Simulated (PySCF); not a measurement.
Partial charges of `C[Si@H]1C[Si@H](P)C1`

C3H11PSi2.
Cartesian coordinates in Å at the PBE0-D3(BJ)/def2-SVP level; atoms count from 1:
```
atom  x, y, z in Å
C1    -2.6661    0.4892    0.5331
Si2   -1.1071   -0.5477    0.4236
C3    -0.1594   -0.3383   -1.2209
Si4    1.2982    0.3448   -0.2066
P5     3.0919   -1.0373   -0.2851
C6     0.3582    0.1394    1.4354
H7    -3.4360    0.1093   -0.1568
H8    -2.4530    1.5357    0.2637
H9    -3.0826    0.4762    1.5524
H10   -1.4089   -1.9811    0.7353
H11    0.0541   -1.2723   -1.7630
H12   -0.6075    0.3755   -1.9295
H13    1.6432    1.7678   -0.5273
H14    3.9279   -0.1531    0.4662
H15    3.5532   -0.5501   -1.5480
H16    0.8123   -0.5681    2.1458
H17    0.1462    1.0775    1.9720
```

Density: PBE0/pcSseg-1 (PySCF); schemes: Mulliken, IAO, Hirshfeld and ESP-fitted. Isolated species at its PBE0-D3(BJ)/def2-SVP geometry (one conformer only).

Problem. Atoms with like bonding are taken together and averaged. Do the Mulliken, IAO, Hirshfeld and ESP-fitted schemes agree on where the charge is lowest?

Solution. All schemes agree: Mulliken C3/C6 (-0.816); IAO C3/C6 (-0.845); Hirshfeld C3/C6 (-0.263); ESP-fitted C3/C6 (-0.793).

Problem. At which atom do the 4 schemes differ most?

Solution. At C3/C6: from -0.845 (IAO) to -0.263 e (Hirshfeld), 0.582 e apart.

Problem. Tabulate the Mulliken, IAO, Hirshfeld and ESP-fitted charges.

Solution. In e; atoms taken as equivalent share a row and are averaged (×n: the atom named and its like, n in all):

```tsv
atom	environment	Mulliken	IAO	Hirshfeld	ESP-fitted
C1	Si-methyl carbon	-0.624	-0.713	-0.210	-0.741
Si2	SiH silicon	+0.796	+0.935	+0.368	+0.865
C3/C6	sp3 carbon bound to silicon	-0.816	-0.845	-0.263	-0.793
Si4	SiH silicon	+0.567	+0.737	+0.299	+0.696
P5	three-coordinate phosphorus	-0.221	-0.119	-0.025	-0.360
H7/H8/H9	methyl hydrogen	+0.144	+0.154	+0.045	+0.178
H10	Si–H hydrogen	-0.072	-0.130	-0.085	-0.188
H11/H16	methylene hydrogen	+0.174	+0.161	+0.036	+0.196
H12/H17	methylene hydrogen	+0.168	+0.158	+0.038	+0.187
H13	Si–H hydrogen	-0.049	-0.121	-0.085	-0.175
H14/H15	P–H hydrogen	+0.059	-0.001	-0.010	+0.094
```

Mean size of the charges over all atoms: ESP-fitted 0.359 e, IAO 0.326 e, Mulliken 0.306 e, Hirshfeld 0.112 e. Each set sums to the total charge, 0, to within 0.001 e. The ESP scheme fits charges at the nuclei, held to the total charge, to the electrostatic potential on points at 1.4 to 2.0 times the van der Waals radii.

Some averages cover members that differ in this geometry: H7/H8/H9, ESP-fitted +0.168 to +0.198 e.

Problem. How many electrons does the ESP-fitted scheme count on P5?

Solution. Z − q = 15 − (-0.360) = 15.360.

Problem. Sum the charges by element, for elements with more than one atom.

Solution. 
| element | atoms | Mulliken | IAO | Hirshfeld | ESP-fitted |
| --- | --- | --- | --- | --- | --- |
| C | 3 | -2.256 | -2.403 | -0.735 | -2.327 |
| Si | 2 | +1.363 | +1.672 | +0.668 | +1.561 |
| H | 11 | +1.114 | +0.850 | +0.093 | +1.127 |

Problem. How closely do the schemes follow one another over all atoms?

Solution. Correlation coefficient and root-mean-square difference: Mulliken with IAO 0.99, 0.071 e; Mulliken with ESP-fitted 0.99, 0.074 e; IAO with ESP-fitted 0.99, 0.077 e; IAO with Hirshfeld 0.99, 0.302 e; Hirshfeld with ESP-fitted 0.97, 0.302 e; Mulliken with Hirshfeld 0.96, 0.265 e.
